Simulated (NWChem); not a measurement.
The numbers come from NWChem runs, not from measurements. System: aminoborane (H4BN), charge 0, spin multiplicity 1, at a geometry optimised with PBE0/def2-SVP. Level: CCSD(T)/def2-TZVP, 2 core orbitals frozen.

Job file:

```
start mol
memory heap 100 mb stack 700 mb global 1900 mb
geometry units angstroms nocenter noautoz
  B      0.000000     0.000000     0.776169
  N      0.000000     0.000000    -0.611172
  H     -1.057459     0.000000     1.364498
  H      1.057459     0.000000     1.364498
  H      0.846359     0.000000    -1.165820
  H     -0.846359     0.000000    -1.165820
  symmetry group C2v
end
basis spherical
  * library def2-tzvp
end
scf
  rhf
  nopen 0
  maxiter 100
  thresh 1e-7
  semidirect memsize 60000000 filesize 0
end
tce
  freeze core 2
  ccsd(t)
  2eorb
  2emet 13
  thresh 1e-6
  maxiter 100
  tilesize 24
end
task tce energy
```

Output (cleaned and shortened):

```
             Northwest Computational Chemistry Package (NWChem) 7.3.0
             --------------------------------------------------------

                                NWChem Input Module
                                -------------------

 Scaling coordinates for geometry "geometry" by  1.889725989
 (inverse scale =  0.529177249)

 Turning off AUTOSYM since
 SYMMETRY directive was detected!

                             Geometry "geometry" -> ""
                             -------------------------

 Output coordinates in angstroms (scale by  1.889725989 to convert to a.u.)

  No.       Tag          Charge          X              Y              Z
 ---- ---------------- ---------- -------------- -------------- --------------
    1 B                    5.0000     0.00000000     0.00000000     0.77616900
    2 N                    7.0000     0.00000000     0.00000000    -0.61117200
    3 H                    1.0000    -1.05745900     0.00000000     1.36449800
    4 H                    1.0000     1.05745900     0.00000000     1.36449800
    5 H                    1.0000     0.84635900     0.00000000    -1.16582000
    6 H                    1.0000    -0.84635900     0.00000000    -1.16582000

 Effective nuclear repulsion energy (a.u.)      32.1623911287

            Nuclear Dipole moment (a.u.)
            ----------------------------
        X                 Y               Z
 ---------------- ---------------- ----------------
     0.0000000000     0.0000000000    -0.0000056692

      Symmetry information
      --------------------

 Group name             C2v
 Group number             16
 Group order               4
 No. of unique centers     4

      Symmetry unique atoms

     1    2    3    5


 Summary of "ao basis" -> "" (spherical)
 ------------------------------------------------------------------------------
       Tag                 Description            Shells   Functions and Types
 ---------------- ------------------------------  ------  ---------------------
 *                         def2-tzvp                  on all atoms

 Summary of "ao basis" -> "ao basis" (spherical)
 ------------------------------------------------------------------------------
       Tag                 Description            Shells   Functions and Types
 ---------------- ------------------------------  ------  ---------------------
 B                         def2-tzvp                11       31   5s3p2d1f
 N                         def2-tzvp                11       31   5s3p2d1f
 H                         def2-tzvp                 4        6   3s1p

                                 NWChem SCF Module
                                 -----------------

  ao basis        = "ao basis"
  functions       =    86
  atoms           =     6
  closed shells   =     8
  open shells     =     0
  charge          =   0.00
  wavefunction    = RHF
  use symmetry    = T
  symmetry adapt  = T

 Summary of "ao basis" -> "ao basis" (spherical)
 ------------------------------------------------------------------------------
       Tag                 Description            Shells   Functions and Types
 ---------------- ------------------------------  ------  ---------------------
 B                         def2-tzvp                11       31   5s3p2d1f
 N                         def2-tzvp                11       31   5s3p2d1f
 H                         def2-tzvp                 4        6   3s1p

      Symmetry analysis of basis
      --------------------------

        a1         38
        a2          8
        b1         24
        b2         16

 Forming initial guess at       0.1s

      Superposition of Atomic Density Guess
      -------------------------------------

 Sum of atomic energies:         -80.84550147

      Non-variational initial energy
      ------------------------------

 Total energy =     -81.794111
 1-e energy   =    -171.003494
 2-e energy   =      57.046992
 HOMO         =      -0.385983
 LUMO         =       0.016126

      Symmetry analysis of molecular orbitals - initial
      -------------------------------------------------

  Numbering of irreducible representations:

     1 a1          2 a2          3 b1          4 b2

  Orbital symmetries:

     1 a1          2 a1          3 a1          4 a1          5 b1
     6 a1          7 b2          8 b1          9 b2         10 a1
    11 b1         12 a1         13 a1         14 a1         15 b1
    16 b2         17 b1         18 a1

 Starting SCF solution at       0.5s

 ----------------------------------------------
         Quadratically convergent ROHF

 Convergence threshold     :          1.000E-07
 Maximum no. of iterations :          100
 Final Fock-matrix accuracy:          1.000E-09
 ----------------------------------------------

              iter       energy          gnorm     gmax       time
             ----- ------------------- --------- --------- --------
                 1      -81.4942676134  6.74D-01  1.82D-01      0.5
                 2      -81.5221199219  2.84D-01  7.28D-02      0.6
                 3      -81.5270002258  9.55D-03  2.77D-03      0.6
                 4      -81.5270091576  6.35D-05  3.06D-05      0.8
                 5      -81.5270091584  7.81D-09  2.16D-09      0.9

       Final RHF  results
       ------------------

         Total SCF energy =    -81.527009158381
      One-electron energy =   -173.074576720658
      Two-electron energy =     59.385176433559
 Nuclear repulsion energy =     32.162391128718

        Time for solution =      0.4s

       Symmetry analysis of molecular orbitals - final
       -----------------------------------------------

  Numbering of irreducible representations:

     1 a1          2 a2          3 b1          4 b2

  Orbital symmetries:

     1 a1          2 a1          3 a1          4 a1          5 b1
     6 a1          7 b1          8 b2          9 b2         10 a1
    11 b1         12 a1         13 a1         14 b1         15 a1
    16 b2         17 b1         18 a1

             Final eigenvalues
             -----------------

              1
    1  -15.5569
    2   -7.5858
    3   -1.1595
    4   -0.7154
    5   -0.6823
    6   -0.5519
    7   -0.4601
    8   -0.4402
    9    0.1207
   10    0.1255
   11    0.1623
   12    0.1655
   13    0.2197
   14    0.2422
   15    0.2680
   16    0.2902
   17    0.3276
   18    0.4351

                       ROHF Final Molecular Orbital Analysis
                       -------------------------------------

 Vector    6  Occ=2.000000D+00  E=-5.518979D-01  Symmetry=a1
              MO Center= -2.1D-14,  2.8D-16,  8.3D-01, r^2= 1.9D+00
   Bfn.  Coefficient  Atom+Function         Bfn.  Coefficient  Atom+Function
  ----- ------------  ---------------      ----- ------------  ---------------
     8      0.266777  1 B  pz                39     -0.216608  2 N  pz
     4      0.188159  1 B  s                 42     -0.180685  2 N  pz
    64      0.165664  3 H  s                 70      0.165664  4 H  s
    11      0.162641  1 B  pz

 Vector    7  Occ=2.000000D+00  E=-4.601477D-01  Symmetry=b1
              MO Center= -1.2D-15,  1.5D-31,  1.0D+00, r^2= 1.9D+00
   Bfn.  Coefficient  Atom+Function         Bfn.  Coefficient  Atom+Function
  ----- ------------  ---------------      ----- ------------  ---------------
     6      0.276555  1 B  px                 9      0.229811  1 B  px
    64     -0.217035  3 H  s                 70      0.217035  4 H  s

 Vector    8  Occ=2.000000D+00  E=-4.402212D-01  Symmetry=b2
              MO Center= -9.2D-17, -1.5D-16, -4.6D-01, r^2= 1.1D+00
   Bfn.  Coefficient  Atom+Function         Bfn.  Coefficient  Atom+Function
  ----- ------------  ---------------      ----- ------------  ---------------
    38      0.382972  2 N  py                41      0.370628  2 N  py
    44      0.300001  2 N  py

 Vector    9  Occ=0.000000D+00  E= 1.206777D-01  Symmetry=b2
              MO Center= -6.9D-20,  3.0D-17,  9.5D-01, r^2= 4.8D+00
   Bfn.  Coefficient  Atom+Function         Bfn.  Coefficient  Atom+Function
  ----- ------------  ---------------      ----- ------------  ---------------
    13      1.022952  1 B  py                44     -0.472876  2 N  py
     7      0.189946  1 B  py                38     -0.161780  2 N  py

 Vector   10  Occ=0.000000D+00  E= 1.255161D-01  Symmetry=a1
              MO Center=  7.9D-17, -2.6D-17, -9.3D-01, r^2= 5.9D+00
   Bfn.  Coefficient  Atom+Function         Bfn.  Coefficient  Atom+Function
  ----- ------------  ---------------      ----- ------------  ---------------
    36      3.006516  2 N  s                  5     -1.641311  1 B  s
    77     -0.798955  5 H  s                 83     -0.798955  6 H  s
    14      0.713953  1 B  pz                11      0.649712  1 B  pz
     4     -0.239116  1 B  s                 22     -0.234376  1 B  d  0
    65      0.231287  3 H  s                 71      0.231287  4 H  s

 Vector   11  Occ=0.000000D+00  E= 1.622982D-01  Symmetry=b1
              MO Center= -2.8D-15,  1.3D-17, -3.2D-01, r^2= 7.9D+00
   Bfn.  Coefficient  Atom+Function         Bfn.  Coefficient  Atom+Function
  ----- ------------  ---------------      ----- ------------  ---------------
    12      2.025756  1 B  px                43     -1.255210  2 N  px
    65      1.140003  3 H  s                 71     -1.140003  4 H  s
    77      0.944398  5 H  s                 83     -0.944398  6 H  s
     9     -0.160710  1 B  px

 center of mass
 --------------
 x =   0.00000000 y =   0.00000000 z =   0.02519746

 moments of inertia (a.u.)
 ------------------
          65.529889952060           0.000000000000           0.000000000000
           0.000000000000          78.734960089179           0.000000000000
           0.000000000000           0.000000000000          13.205070137119

  Mulliken analysis of the total density
  --------------------------------------

    Atom       Charge   Shell Charges
 -----------   ------   -------------------------------------------------------
    1 B    5     4.90   0.91  1.07  0.48  0.45  0.04  0.93  0.76  0.11  0.06  0.07  0.01
    2 N    7     7.56   0.82  1.16  0.51  0.78  0.16  1.53  1.76  0.81  0.01  0.02  0.00
    3 H    1     1.02   0.26  0.53  0.23  0.01
    4 H    1     1.02   0.26  0.53  0.23  0.01
    5 H    1     0.74   0.26  0.40  0.05  0.04
    6 H    1     0.74   0.26  0.40  0.05  0.04

       Multipole analysis of the density wrt the origin
       ------------------------------------------------

     L   x y z        total         open         nuclear
     -   - - -        -----         ----         -------
     0   0 0 0     -0.000000      0.000000     16.000000

     1   1 0 0     -0.000000      0.000000      0.000000
     1   0 1 0     -0.000000      0.000000      0.000000
     1   0 0 1     -0.692214      0.000000     -0.000006

     2   2 0 0     -9.877711      0.000000     13.102543
     2   1 1 0     -0.000000      0.000000      0.000000
     2   1 0 1      0.000000      0.000000      0.000000
     2   0 2 0    -11.101559      0.000000      0.000000
     2   0 1 1     -0.000000      0.000000      0.000000
     2   0 0 2     -9.928198      0.000000     43.098790

                   NWChem Extensible Many-Electron Theory Module
                   ---------------------------------------------


            General Information
            -------------------
      Number of processors :     1
         Wavefunction type : Restricted Hartree-Fock
          No. of electrons :    16
           Alpha electrons :     8
            Beta electrons :     8
           No. of orbitals :   172
            Alpha orbitals :    86
             Beta orbitals :    86
        Alpha frozen cores :     2
         Beta frozen cores :     2
     Alpha frozen virtuals :     0
      Beta frozen virtuals :     0
         Spin multiplicity : singlet
    Number of AO functions :    86
       Number of AO shells :    38
        Use of symmetry is : on
      Symmetry adaption is : on
         Schwarz screening : 0.10D-09

          Correlation Information
          -----------------------
          Calculation type : Coupled-cluster singles & doubles w/ perturbation
   Perturbative correction : (T)
            Max iterations :      100
        Residual threshold : 0.10D-05
     T(0) DIIS level shift : 0.00D+00
     L(0) DIIS level shift : 0.00D+00
     T(1) DIIS level shift : 0.00D+00
     L(1) DIIS level shift : 0.00D+00
     T(R) DIIS level shift : 0.00D+00
     T(I) DIIS level shift : 0.00D+00
   CC-T/L Amplitude update :  5-th order DIIS
                I/O scheme : Global Array Library
        L-threshold :  0.10D-05
        EOM-threshold :  0.10D-05
 no EOMCCSD initial starts read in
 TCE RESTART OPTIONS
 SLICE:      F
 D4D5:       F
 quantumc:   F
 qrotation:  F
 pwtce:      F
 qducc:      F
 nacto:                         0
 nrotv:                         0
 nrot:                          0

            Memory Information
            ------------------
          Available GA space size is     249029404 doubles
          Available MA space size is     104853324 doubles

 Maximum block size supplied by input
 Maximum block size        24 doubles

 tile_dim =     22

 -------------------------------------------------

 Global array virtual files algorithm will be used

 Parallel file system coherency ......... OK

 4-electron integrals stored in orbital form

 v2    file size   =          3118147
 4-index algorithm nr.  13 is used
 imaxsize =       30
 imaxsize ichop =        0


CCSD iterations
 ---------------------------------------------------------
 Iter          Residuum       Correlation     Cpu    Wall
 ---------------------------------------------------------
    1   0.1475940621947  -0.3162822385133     0.2     0.2
    2   0.0390680503540  -0.3327973298900     0.2     0.2
    3   0.0139612440342  -0.3388622272576     0.2     0.2
    4   0.0059263813920  -0.3402057637263     0.3     0.3
    5   0.0027456749446  -0.3407636138579     0.3     0.3
    6   0.0007303027320  -0.3410817097969     0.3     0.3
    7   0.0004667195442  -0.3411183334104     0.3     0.3
    8   0.0002153906916  -0.3411250908835     0.3     0.3
    9   0.0001490782207  -0.3411272322683     0.3     0.3
   10   0.0000839430842  -0.3411305157251     0.2     0.2
   11   0.0000071511533  -0.3411345663842     0.3     0.3
   12   0.0000023791159  -0.3411350795058     0.3     0.3
   13   0.0000009592125  -0.3411352985313     0.3     0.3
 -----------------------------------------------------------------
 Iterations converged
 CCSD correlation energy / hartree =        -0.341135298531297
 CCSD total energy / hartree       =       -81.868144456912319

 Singles contributions

 Doubles contributions
 CCSD(T)
 Using plain CCSD(T) code
             total no. of tasks          428
 total no. of tasks / no. procs          428
                         wl_min          960           3.1
                         wl_max       222156           7.8
        thresh for no. of tasks          428

 CCSD[T]  correction energy / hartree =        -0.011990063878756
 CCSD[T] correlation energy / hartree =        -0.353125362410053
 CCSD[T] total energy / hartree       =       -81.880134520791074
 CCSD(T)  correction energy / hartree =        -0.011582176025632
 CCSD(T) correlation energy / hartree =        -0.352717474556929
 CCSD(T) total energy / hartree       =       -81.879726632937945

 Task  times  cpu:       18.2s     wall:       18.2s

 Total times  cpu:       18.3s     wall:       18.3s
```
